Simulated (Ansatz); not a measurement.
`CO[Si](Cl)(Cl)[SeH]` + `CNC` → `CO[Si](Cl)(Cl)N(C)C` + H₂Se  (ligand exchange at the Si–Se bond)

Computed with Ansatz on PBE0-D4/def2-TZVP structures; ΔE is electronic, products minus reactants. CBS: MP2 limit from def2 TZ/QZ plus the TZ coupled-cluster correction, frozen cores. DFT in def2-TZVPP. For Se outer-core shells are correlated without core-valence functions, which leaves a few kJ/mol of doubt a bond. Scalar relativity is left out up to krypton. Each species was taken in one conformer, which may not be the lowest.

```
             level  ΔE (kcal/mol)  difference from CCSD(T)/CBS
            PBE-D4           -1.4                          2.0
         r2SCAN-D4           -3.2                          0.2
           PBE0-D4           -2.2                          1.2
           ωB97X-V           -4.2                         -0.8
           ωB97M-V           -4.4                         -1.0
               PBE            0.0                          3.4
              PBE0           -0.9                          2.5
     HF/def2-TZVPP           -3.6                         -0.2
SCS-MP2/def2-TZVPP           -4.4                         -1.0
   CCSD/def2-TZVPP           -5.0                         -1.6
CCSD(T)/def2-TZVPP           -5.0                         -1.6
     HF/def2-QZVPP           -3.7                         -0.3
    MP2/def2-QZVPP           -3.4                          0.0
      HF/CBS(def2)           -3.8                         -0.4
     MP2/CBS(def2)           -2.6                          0.8
    CCSD/CBS(def2)           -3.4                          0.0
       CCSD(T)/CBS           -3.4                            0
```

Largest T1 diagnostic among the species: 0.010.

From PBE to PBE0 (25 % exact exchange), in def2-TZVPP and without D4, ΔE moves by −0.9 kcal/mol. The D4 term adds −2.0 kcal/mol with B3LYP and −1.3 kcal/mol with PBE0; it sums over pairs of atoms, weighted by their polarisabilities, and B3LYP, whose exchange is more repulsive, gets the larger term.

B3LYP here is the variant with VWN-RPA as its local correlation; programs differ in this.
